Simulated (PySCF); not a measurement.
Isomers of C2H8FNSi2.

All values: PBE0/pcSseg-1 (PySCF) at GFN2-xTB geometries, gas phase, one conformer each.

**Question.** Rank by the lowest IAO charge on any atom, lowest value first.
A. `[CH2:1]=[CH:2][N:3]([SiH3:4])[SiH2:5][F:6]` with C1–C2–N3–Si4 1°, C2–N3–Si5–F6 179°
B. `[CH2:1]=[CH:2][SiH2:3][Si@H:4]([NH2:5])[F:6]` with C1–C2–Si3–Si4 114°, C2–Si3–Si4–N5 -75°, Si3–Si4–N5–H 57° and -160°
C. `[F:1][C@H:2]1[CH2:3][SiH2:4][NH:5][SiH2:6]1` with F1–C2–C3–Si4 161°, C2–C3–Si4–N5 -28°, C3–Si4–N5–Si6 7°, Si4–N5–Si6–C2 10°

**Answer.** C (-0.943 e), B (-0.855 e), A (-0.741 e).

**Question.** Rank by LUMO energy, highest first.
A. `[F:1][C@H:2]1[CH2:3][SiH2:4][NH:5][SiH2:6]1` with F1–C2–C3–Si4 161°, C2–C3–Si4–N5 -28°, C3–Si4–N5–Si6 7°, Si4–N5–Si6–C2 10°
B. `[CH2:1]=[CH:2][SiH2:3][Si@H:4]([NH2:5])[F:6]` with C1–C2–Si3–Si4 114°, C2–Si3–Si4–N5 -75°, Si3–Si4–N5–H 57° and -160°
C. `[F:1][Si@H:2]1[CH2:3][CH2:4][SiH2:5][NH:6]1` with F1–Si2–C3–C4 92°, Si2–C3–C4–Si5 32°, C3–C4–Si5–N6 -27°, C4–Si5–N6–Si2 12°

**Answer.** C (0.63 eV), A (0.14 eV), B (-0.70 eV).

**Question.** Rank by HOMO energy, highest first.
A. `[F:1][Si@H:2]1[CH2:3][CH2:4][SiH2:5][NH:6]1` with F1–Si2–C3–C4 92°, Si2–C3–C4–Si5 32°, C3–C4–Si5–N6 -27°, C4–Si5–N6–Si2 12°
B. `[CH2:1]=[CH:2][SiH2:3][Si@H:4]([NH2:5])[F:6]` with C1–C2–Si3–Si4 114°, C2–Si3–Si4–N5 -75°, Si3–Si4–N5–H 57° and -160°
C. `[CH2:1]=[CH:2][N:3]([SiH3:4])[SiH2:5][F:6]` with C1–C2–N3–Si4 1°, C2–N3–Si5–F6 179°

**Answer.** C (-6.57 eV), B (-7.36 eV), A (-7.67 eV).

All values together:

| SMILES | μ (D) | HOMO (eV) | LUMO (eV) | lowest IAO charge (e) | highest IAO charge (e) | lowest Hirshfeld charge (e) | highest Hirshfeld charge (e) |
| --- | --- | --- | --- | --- | --- | --- | --- |
| F[C@H]1C[SiH2]N[SiH2]1 | 2.14 | -7.42 | 0.14 | -0.943 (N) | +0.898 (Si) | -0.333 (N) | +0.383 (Si) |
| C=C[SiH2][Si@H](N)F | 2.83 | -7.36 | -0.70 | -0.855 (N) | +1.067 (Si) | -0.321 (N) | +0.378 (Si) |
| C=CN([SiH3])[SiH2]F | 1.03 | -6.57 | 0.25 | -0.741 (N) | +1.214 (Si) | -0.242 (N) | +0.461 (Si) |
| F[Si@H]1CC[SiH2]N1 | 1.64 | -7.67 | 0.63 | -0.942 (N) | +1.278 (Si) | -0.331 (N) | +0.456 (Si) |

Conformers: `[F:1][C@H:2]1[CH2:3][SiH2:4][NH:5][SiH2:6]1` with F1–C2–C3–Si4 161°, C2–C3–Si4–N5 -28°, C3–Si4–N5–Si6 7°, Si4–N5–Si6–C2 10°; `[CH2:1]=[CH:2][SiH2:3][Si@H:4]([NH2:5])[F:6]` with C1–C2–Si3–Si4 114°, C2–Si3–Si4–N5 -75°, Si3–Si4–N5–H 57° and -160°; `[CH2:1]=[CH:2][N:3]([SiH3:4])[SiH2:5][F:6]` with C1–C2–N3–Si4 1°, C2–N3–Si5–F6 179°; `[F:1][Si@H:2]1[CH2:3][CH2:4][SiH2:5][NH:6]1` with F1–Si2–C3–C4 92°, Si2–C3–C4–Si5 32°, C3–C4–Si5–N6 -27°, C4–Si5–N6–Si2 12°.
